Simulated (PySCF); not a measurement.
p-cresol (C₇H₈O), SMILES c1c(ccc(c1)C)O.

Geometry: ωB97X-D3(BJ)/def2-SVP. One conformer was computed; it need not be the lowest.

All values below come from ωB97X-D3(BJ)/def2-SVP in PySCF.

No scaling factor is applied to the harmonic values.

```json
[
 {"mode": "1", "ν (cm⁻¹)": "30", "IR (km/mol)": "0.4", "moving atoms (share of kinetic energy)": "H 95 %"},
 {"mode": "2", "ν (cm⁻¹)": "149", "IR (km/mol)": "1.1", "moving atoms (share of kinetic energy)": "C 51 %, O 28 %, H 21 %"},
 {"mode": "3", "ν (cm⁻¹)": "311", "IR (km/mol)": "2.0", "moving atoms (share of kinetic energy)": "C 54 %, H 29 %, O 18 %"},
 {"mode": "4", "ν (cm⁻¹)": "340", "IR (km/mol)": "3.2", "moving atoms (share of kinetic energy)": "C 65 %, H 30 %"},
 {"mode": "5", "ν (cm⁻¹)": "365", "IR (km/mol)": "109.2", "moving atoms (share of kinetic energy)": "H 80 %, O 13 %"},
 {"mode": "6", "ν (cm⁻¹)": "430", "IR (km/mol)": "0.3", "moving atoms (share of kinetic energy)": "C 72 %, H 28 %"},
 {"mode": "7", "ν (cm⁻¹)": "433", "IR (km/mol)": "9.6", "moving atoms (share of kinetic energy)": "C 51 %, O 24 %, H 24 %"},
 {"mode": "8", "ν (cm⁻¹)": "471", "IR (km/mol)": "1.7", "moving atoms (share of kinetic energy)": "C 63 %, O 27 %, H 10 %"},
 {"mode": "9", "ν (cm⁻¹)": "531", "IR (km/mol)": "11.4", "moving atoms (share of kinetic energy)": "C 59 %, H 38 %"},
 {"mode": "10", "ν (cm⁻¹)": "660", "IR (km/mol)": "0.6", "moving atoms (share of kinetic energy)": "C 90 %"},
 {"mode": "11", "ν (cm⁻¹)": "731", "IR (km/mol)": "0.2", "moving atoms (share of kinetic energy)": "C 69 %, H 30 %"},
 {"mode": "12", "ν (cm⁻¹)": "762", "IR (km/mol)": "8.6", "moving atoms (share of kinetic energy)": "C 64 %, O 19 %, H 17 %"},
 {"mode": "13", "ν (cm⁻¹)": "838", "IR (km/mol)": "22.6", "moving atoms (share of kinetic energy)": "H 69 %, C 30 %"},
 {"mode": "14", "ν (cm⁻¹)": "859", "IR (km/mol)": "24.0", "moving atoms (share of kinetic energy)": "H 67 %, C 33 %"},
 {"mode": "15", "ν (cm⁻¹)": "878", "IR (km/mol)": "7.1", "moving atoms (share of kinetic energy)": "C 78 %, O 12 %, H 10 %"},
 {"mode": "16", "ν (cm⁻¹)": "968", "IR (km/mol)": "1.5", "moving atoms (share of kinetic energy)": "H 74 %, C 26 %"},
 {"mode": "17", "ν (cm⁻¹)": "1003", "IR (km/mol)": "0.7", "moving atoms (share of kinetic energy)": "H 70 %, C 30 %"},
 {"mode": "18", "ν (cm⁻¹)": "1007", "IR (km/mol)": "0.3", "moving atoms (share of kinetic energy)": "H 73 %, C 27 %"},
 {"mode": "19", "ν (cm⁻¹)": "1035", "IR (km/mol)": "0.8", "moving atoms (share of kinetic energy)": "C 63 %, H 37 %"},
 {"mode": "20", "ν (cm⁻¹)": "1065", "IR (km/mol)": "3.3", "moving atoms (share of kinetic energy)": "H 62 %, C 38 %"},
 {"mode": "21", "ν (cm⁻¹)": "1127", "IR (km/mol)": "17.5", "moving atoms (share of kinetic energy)": "H 81 %, C 19 %"},
 {"mode": "22", "ν (cm⁻¹)": "1188", "IR (km/mol)": "2.2", "moving atoms (share of kinetic energy)": "H 90 %, C 10 %"},
 {"mode": "23", "ν (cm⁻¹)": "1198", "IR (km/mol)": "149.5", "moving atoms (share of kinetic energy)": "H 72 %, C 20 %, O 8 %"},
 {"mode": "24", "ν (cm⁻¹)": "1255", "IR (km/mol)": "6.4", "moving atoms (share of kinetic energy)": "C 60 %, H 40 %"},
 {"mode": "25", "ν (cm⁻¹)": "1328", "IR (km/mol)": "42.3", "moving atoms (share of kinetic energy)": "C 52 %, H 44 %"},
 {"mode": "26", "ν (cm⁻¹)": "1340", "IR (km/mol)": "34.8", "moving atoms (share of kinetic energy)": "C 58 %, H 31 %, O 11 %"},
 {"mode": "27", "ν (cm⁻¹)": "1365", "IR (km/mol)": "65.3", "moving atoms (share of kinetic energy)": "C 64 %, H 32 %"},
 {"mode": "28", "ν (cm⁻¹)": "1412", "IR (km/mol)": "0.3", "moving atoms (share of kinetic energy)": "H 72 %, C 28 %"},
 {"mode": "29", "ν (cm⁻¹)": "1466", "IR (km/mol)": "8.4", "moving atoms (share of kinetic energy)": "H 77 %, C 22 %"},
 {"mode": "30", "ν (cm⁻¹)": "1469", "IR (km/mol)": "6.8", "moving atoms (share of kinetic energy)": "H 96 %"},
 {"mode": "31", "ν (cm⁻¹)": "1504", "IR (km/mol)": "13.0", "moving atoms (share of kinetic energy)": "C 56 %, H 43 %"},
 {"mode": "32", "ν (cm⁻¹)": "1590", "IR (km/mol)": "139.9", "moving atoms (share of kinetic energy)": "C 76 %, H 22 %"},
 {"mode": "33", "ν (cm⁻¹)": "1694", "IR (km/mol)": "18.0", "moving atoms (share of kinetic energy)": "C 92 %"},
 {"mode": "34", "ν (cm⁻¹)": "1734", "IR (km/mol)": "44.4", "moving atoms (share of kinetic energy)": "C 93 %"},
 {"mode": "35", "ν (cm⁻¹)": "3063", "IR (km/mol)": "29.7", "moving atoms (share of kinetic energy)": "H 97 %"},
 {"mode": "36", "ν (cm⁻¹)": "3146", "IR (km/mol)": "13.1", "moving atoms (share of kinetic energy)": "H 91 %, C 9 %"},
 {"mode": "37", "ν (cm⁻¹)": "3168", "IR (km/mol)": "10.8", "moving atoms (share of kinetic energy)": "H 90 %, C 10 %"},
 {"mode": "38", "ν (cm⁻¹)": "3189", "IR (km/mol)": "14.7", "moving atoms (share of kinetic energy)": "H 92 %, C 8 %"},
 {"mode": "39", "ν (cm⁻¹)": "3200", "IR (km/mol)": "9.4", "moving atoms (share of kinetic energy)": "H 92 %, C 8 %"},
 {"mode": "40", "ν (cm⁻¹)": "3210", "IR (km/mol)": "10.2", "moving atoms (share of kinetic energy)": "H 91 %, C 9 %"},
 {"mode": "41", "ν (cm⁻¹)": "3235", "IR (km/mol)": "3.3", "moving atoms (share of kinetic energy)": "H 91 %, C 9 %"},
 {"mode": "42", "ν (cm⁻¹)": "3893", "IR (km/mol)": "79.4", "moving atoms (share of kinetic energy)": "H 94 %"}
]
```
